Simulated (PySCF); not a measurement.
# Electron correlation in Pt⁺ (platinum, charge +1)

[Xe] 4f14 5d8 6p1, one real determinant (an excited configuration). Calculation: PySCF 2.14, in aug-cc-pVTZ-PP with ECP60MDF (6s6p5d3f2g, 88 functions); a scalar-relativistic core potential. Frozen: 5s2 5p6; 9 electrons correlated.

| level | correlation energy (mhartree) |
| --- | --- |
| CCSD | -231.62 |
| (T) | -10.36 |
| CCSD(T) | -241.98 |

Diagnostics: T1 = 0.015, D1 = 0.0555, largest double amplitude 0.053.

The real determinant used has ⟨L²⟩ near 14 against 20 for a pure G term, so it mixes terms. Spin-orbit coupling, absent here, splits the open shell strongly.

Cost of the coupled-cluster step: roughly 50 core-seconds, for 9 correlated electrons.

Iterations:

```
CC2 = 0
CCSD nocc = (np.int64(6), np.int64(3)), nmo = (84, 84)
frozen orbitals [[0, 1, 2, 3], [0, 1, 2, 3]]
max_cycle = 100
direct = 0
conv_tol = 1e-08
conv_tol_normt = 1e-06
diis_space = 8
diis_start_cycle = 0
Init t2, MP2 energy = -0.232204185808612
Init E_corr(UCCSD) = -0.232204185812799
cycle = 1  E_corr(UCCSD) = -0.226244715378925  dE = 0.00595947043  norm(t1,t2) = 0.0484396
cycle = 2  E_corr(UCCSD) = -0.22907905481516  dE = -0.00283433944  norm(t1,t2) = 0.0247732
cycle = 3  E_corr(UCCSD) = -0.2310653930118  dE = -0.0019863382  norm(t1,t2) = 0.0164294
cycle = 4  E_corr(UCCSD) = -0.231441838780832  dE = -0.000376445769  norm(t1,t2) = 0.00620755
cycle = 5  E_corr(UCCSD) = -0.231501459852218  dE = -5.96210714e-05  norm(t1,t2) = 0.00401509
cycle = 6  E_corr(UCCSD) = -0.2315968205152  dE = -9.5360663e-05  norm(t1,t2) = 0.00224143
cycle = 7  E_corr(UCCSD) = -0.231616345397097  dE = -1.95248819e-05  norm(t1,t2) = 0.00136242
cycle = 8  E_corr(UCCSD) = -0.231603631171448  dE = 1.27142256e-05  norm(t1,t2) = 0.00076412
cycle = 9  E_corr(UCCSD) = -0.231620479977199  dE = -1.68488058e-05  norm(t1,t2) = 0.00049432
cycle = 10  E_corr(UCCSD) = -0.231621465679166  dE = -9.85701967e-07  norm(t1,t2) = 0.000232359
cycle = 11  E_corr(UCCSD) = -0.231618770841189  dE = 2.69483798e-06  norm(t1,t2) = 0.000134874
cycle = 12  E_corr(UCCSD) = -0.231620054090683  dE = -1.28324949e-06  norm(t1,t2) = 7.11491e-05
cycle = 13  E_corr(UCCSD) = -0.231620834240608  dE = -7.80149925e-07  norm(t1,t2) = 4.11339e-05
cycle = 14  E_corr(UCCSD) = -0.231621066679804  dE = -2.32439196e-07  norm(t1,t2) = 2.00841e-05
cycle = 15  E_corr(UCCSD) = -0.231620663789729  dE = 4.02890075e-07  norm(t1,t2) = 9.93235e-06
cycle = 16  E_corr(UCCSD) = -0.231620403419085  dE = 2.60370644e-07  norm(t1,t2) = 5.42886e-06
cycle = 17  E_corr(UCCSD) = -0.231620378903784  dE = 2.45153007e-08  norm(t1,t2) = 3.11748e-06
cycle = 18  E_corr(UCCSD) = -0.231620390128933  dE = -1.12251489e-08  norm(t1,t2) = 2.09624e-06
cycle = 19  E_corr(UCCSD) = -0.231620397748652  dE = -7.61971877e-09  norm(t1,t2) = 1.30402e-06
cycle = 20  E_corr(UCCSD) = -0.231620376405468  dE = 2.13431839e-08  norm(t1,t2) = 8.8609e-07
cycle = 21  E_corr(UCCSD) = -0.231620357043597  dE = 1.93618714e-08  norm(t1,t2) = 5.34232e-07
cycle = 22  E_corr(UCCSD) = -0.231620351080872  dE = 5.96272437e-09  norm(t1,t2) = 2.93152e-07
UCCSD converged
E(UCCSD) = -118.229536320438  E_corr = -0.2316203510808722
UCCSD(T) correction = -0.0103626956325313
```

The reference is one real determinant that mixes LS terms of this configuration.
